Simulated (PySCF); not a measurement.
Compound: C4H13NOSi.
InChI=1S/C4H13NOSi/c1-4(2)6-7-5-3/h4-5H,7H2,1-3H3

Torsions of this conformer, `[CH3:1][NH:2][SiH2:3][O:4][CH:5]([CH3:6])[CH3:7]`: C1–N2–Si3–O4 -89°, N2–Si3–O4–C5 65°, Si3–O4–C5–C6 142°.

The closed-shell ground state was solved at several levels (PySCF, density fitting, gas phase, non-relativistic). One conformer (not necessarily the lowest) at the PBE0-D3(BJ)/def2-SVP geometry, without solvent, vibrations or thermal averaging.

```json
{"level": "CAM-B3LYP/def2-SVPD", "basis functions": "251", "HOMO (eV)": "-8.32", "LUMO (eV)": "1.22", "gap (eV)": "9.54", "dipole (D)": "1.79"}
{"level": "wB97X-D/pcSseg-1", "basis functions": "191", "HOMO (eV)": "-8.76", "LUMO (eV)": "2.87", "gap (eV)": "11.63", "dipole (D)": "1.92"}
```

Q: Estimate the row for PBE0/pcSseg-1, a basis of 191 functions; the other rows only guide the guess.

A: HOMO -6.86 eV, LUMO 1.08 eV, gap 7.94 eV, dipole 1.90 D.

Q: Over all these levels, which gives the widest orbital gap and which the narrowest?

A: wB97X-D/pcSseg-1 (range-separated hybrid) has the widest, 11.63 eV, and PBE0/pcSseg-1 (global hybrid, 25 % exact exchange) the narrowest, 7.94 eV. The two share the basis. From the narrowest to the widest the HOMO moves by -1.90 eV and the LUMO by +1.79 eV.

Q: How far do the dipole and the HOMO energy spread over the levels?

A: The dipole runs from 1.79 to 1.92 D (mean 1.87 D) and the HOMO from -8.76 to -6.86 eV.
